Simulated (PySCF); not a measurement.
## Successive ionisation energies of gold

Calculated with PySCF 2.14, two-component X2C-1e (Gaussian nucleus, no Breit or QED terms), each ion in its own even-tempered basis; GMP2 freezes the deep shells of the larger ions and drops the highest virtual spinors; eV.

| ion | configuration | GHF (screened spin-orbit) | GMP2 (screened spin-orbit) | NIST | kind |
| --- | --- | --- | --- | --- | --- |
| Au³³⁺ | [Kr] 4d10 | 1473.4 | 1473.8 | 1475 ± 5 | theoretical |
| Au³⁴⁺ | [Kr] 4d9 | 1526.4 | 1526.9 | 1527 ± 5 | theoretical |
| Au³⁵⁺ | [Kr] 4d8 | 1582.8 | 1583.2 | 1584 ± 5 | theoretical |
| Au³⁶⁺ | [Kr] 4d7 | 1643.3 | 1643.3 | 1644 ± 5 | theoretical |
| Au³⁷⁺ | [Kr] 4d6 | 1701.3 | 1701.1 | 1702 ± 4 | theoretical |
| Au³⁸⁺ | [Kr] 4d5 | 1758.1 | 1758.0 | 1758 ± 4 | theoretical |
| Au³⁹⁺ | [Kr] 4d4 | 1845.9 | 1846.4 | 1845 ± 4 | theoretical |
| Au⁴⁰⁺ | [Kr] 4d3 | 1904.5 | 1905.0 | 1904 ± 4 | theoretical |
| Au⁴¹⁺ | [Kr] 4d2 | 1968.5 | 1968.5 | 1967 ± 4 | theoretical |
| Au⁴²⁺ | [Kr] 4d1 | 2027.9 | 2028.0 | 2026 ± 4 | theoretical |
| Au⁴³⁺ | [Kr] | 2255.0 | 2256.4 | 2261 ± 4 | theoretical |
| Au⁴⁴⁺ | [Ar] 3d10 4s2 4p5 | 2313.2 | 2314.7 | 2320 ± 4 | theoretical |
